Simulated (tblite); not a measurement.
C6H5FOP2.
SMILES with atom numbers: `[CH3:1][C:2](=[O:3])[c:4]1[cH:5][c:6]([F:7])[p:8][cH:9][p:10]1` (hydrogens: H11, H12, H13 on C1; H14 on C5; H15 on C9)

Geometry (GFN2-xTB, Å), atoms numbered from 1 in this order:
```xyz
15
C6H5FOP2 angstrom
C     -2.4933    0.0454   -0.1674
C     -1.3522   -0.9237   -0.3011
O     -1.5196   -2.0945   -0.5785
C      0.0293   -0.4479   -0.0932
C      0.3398    0.8695    0.2155
C      1.6051    1.3703    0.4129
F      1.6734    2.6959    0.7079
P      3.1631    0.5854    0.3440
C      2.6774   -1.0272   -0.0369
P      1.1443   -1.7903   -0.3019
H     -2.5074    0.4714    0.8338
H     -2.3837    0.8532   -0.8885
H     -3.4299   -0.4745   -0.3501
H     -0.4669    1.5858    0.3125
H      3.5163   -1.7107   -0.1311
```

Method: GFN2-xTB as coded in tblite; computed harmonic values from a numerical Hessian at the method's own geometry, unscaled. Errors from tens to a few hundred cm⁻¹ against measured bands are possible. One conformer, not necessarily the lowest.

Harmonic wavenumbers (cm⁻¹): 38.8, 74.8, 154.9, 162.5, 178.9, 235.5, 268.9, 324.0, 376.3, 388.4, 397.3, 458.4, 463.9, 586.8, 598.9, 687.1, 768.3, 777.9, 782.8, 862.9, 930.4, 983.9, 987.4, 1017.5, 1105.8, 1226.3, 1233.0, 1274.8, 1365.3, 1385.3, 1456.4, 1462.0, 1481.7, 1694.3, 3009.0, 3023.1, 3026.7, 3051.7, 3057.8.

A = 1650, B = 751.4, C = 518.0 MHz; mass 173.980 u (most abundant isotopes); point group Cs, symmetry number 1.

**Question.** Zero-point energy?

**Answer.** ½Σν̃ = 20680 cm⁻¹ = 247.39 kJ/mol.

**Question.** Entropy at 500 K, 1 bar (ideal gas, RRHO, classical rotation)?

**Answer.** Translation 183.94, rotation 134.45, vibration 201.91: S = 520.3 J/(mol K).

**Question.** And Cp and H(500 K) − H(0)?

**Answer.** Cp = 220.88 J/(mol K), of which vibrations give 187.63 (their classical limit is 39 R = 324.3); H(500 K) − H(0) = 68.16 kJ/mol without the zero-point energy, 51.54 from vibrations.

**Question.** How do the functions run with temperature in this model?

**Answer.** 
| T (K) | S (J/(mol K)) | Cp (J/(mol K)) | H − H(0) (kJ/mol) | G − H(0) (kJ/mol) | ln q(vib) |
| --- | --- | --- | --- | --- | --- |
| 150 | 333.9 | 100.5 | 9.74 | -40.35 | 2.87 |
| 250 | 395.3 | 142.3 | 21.93 | -76.89 | 5.47 |
| 298.15 | 421.9 | 160.5 | 29.23 | -96.57 | 6.73 |
| 400 | 474.0 | 194.3 | 47.35 | -142.24 | 9.37 |
| 600 | 562.5 | 241.8 | 91.34 | -246.16 | 14.32 |
| 900 | 669.2 | 282.9 | 170.67 | -431.57 | 21.03 |

q(vib) and H(0) count from the zero-point level.

**Question.** Which modes carry the vibrational entropy at 500 K?

**Answer.** 38.8 cm⁻¹: 26.55; 74.8 cm⁻¹: 21.10; 154.9 cm⁻¹: 15.10; 162.5 cm⁻¹: 14.71; 178.9 cm⁻¹: 13.93; 235.5 cm⁻¹: 11.71 J/(mol K); the other 33 give 98.82 together.

**Question.** What must be added to the electronic energy to get the Gibbs energy at 500 K and 1 bar?

**Answer.** ZPE + [H(500 K) − H(0)] − T·S = 247.39 + 68.16 − 260.15 = 55.40 kJ/mol.

**Question.** Blend soft modes into free rotors: weight 1/[1 + (100 cm⁻¹/ν̃)⁴] for the oscillator and the rest for a rotor with moment μB/(μ + B), μ = h/(8π²ν), B = 10⁻⁴⁴ kg m². What vibrational entropy results?

**Answer.** 188.19 J/(mol K) in place of 201.91, which changes −T·S at 500 K by +6.86 kJ/mol.

Hindered rotation and anharmonicity are outside this model. Other conformers, if any are populated, would add a mixing term that is left out.
